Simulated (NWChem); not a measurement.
# CH6Ti; SMILES [TiH3][CH3]

Program: NWChem. All runs use the structure optimised with PBE0/def2-SVP. Level PBE/def2-SVPD: single points from the atomic guess with DIIS by default; each run changes one setting, and all converged runs end within 0.3 mHa of each other. cgmin counts macro-iterations, each dearer than a DIIS step. NWChem's automatic level shift, which a small gap switches on, acted in some of these runs.

Problem. Which setting needs the most SCF iterations, or fails (DIIS on 20 Fock matrices; level shift of 0.5 Ha throughout; no DIIS, 40 % damping; quadratically convergent solver (cgmin); defaults)?

Solution. no DIIS, 40 % damping, which doesn't converge.
```tsv
setting	SCF iterations
defaults	14
DIIS on 20 Fock matrices	12
quadratically convergent solver (cgmin)	5
level shift of 0.5 Ha throughout	31
no DIIS, 40 % damping	not converged in 200
```
